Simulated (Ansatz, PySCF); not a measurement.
Gas-phase reaction in SMILES: N[Si](N)(Cl)Cl → [NH][Si](N)(Cl)Cl + H atom (the H-N bond at the site shown breaks; other sites are not compared here)
Each molecule is optimised on its own at B3LYP-D3(BJ)/def2-TZVP (Ansatz, an electronic-structure program), one conformer each, not searched for the lowest. Frequencies are from Ansatz.

Wanted: bond dissociation energy (enthalpy at 298 K, with B3LYP-D3(BJ) rigid-rotor harmonic-oscillator terms), in kcal/mol. Valence correlation only, unless marked. UHF or UKS for open shells. Spin-orbit coupling is left out. Non-relativistic unless marked X2C. CBS(X,Y): correlation extrapolated as X^-3; Hartree-Fock from the larger set. [CCSD(T)-MP2]/basis is that difference in the basis named.

| level | program | bond dissociation energy (kcal/mol) |
|---|---|---|
| PBE/def2-TZVPD | Ansatz | 108.0 |
| B97M-V/def2-TZVPD | Ansatz | 109.4 |
| B3LYP-D3(BJ)/def2-TZVPD | Ansatz + dftd3 | 110.1 |
| PBE0-D4/def2-TZVPD | Ansatz + dftd4 | 109.4 |
| r2SCANh/def2-TZVPD | Ansatz | [?] |
| M06-2X/def2-TZVPD | PySCF | 113.1 |
| LC-wPBE-D4/def2-TZVPD | Ansatz + dftd4 | 110.9 |
| LC-wPBE/def2-TZVPD | Ansatz | 110.4 |
| PBE-QIDH/def2-TZVPD | Ansatz | [?] |
| CCSD/6-31G* | Ansatz | [?] |
| X2C-CCSD(T)/cc-pVTZ-DK | Ansatz | [?] |
| RI-MP2/CBS(cc-pV(T+d)Z,cc-pV(Q+d)Z)+[CCSD(T)-MP2]/cc-pV(T+d)Z | Ansatz | 114.9 |

Q: Complete the blanks.

A: 
- r2SCANh/def2-TZVPD, bond dissociation energy (kcal/mol): 107.8
- PBE-QIDH/def2-TZVPD, bond dissociation energy (kcal/mol): 111.2
- CCSD/6-31G*, bond dissociation energy (kcal/mol): 101.9
- X2C-CCSD(T)/cc-pVTZ-DK, bond dissociation energy (kcal/mol): 111.7
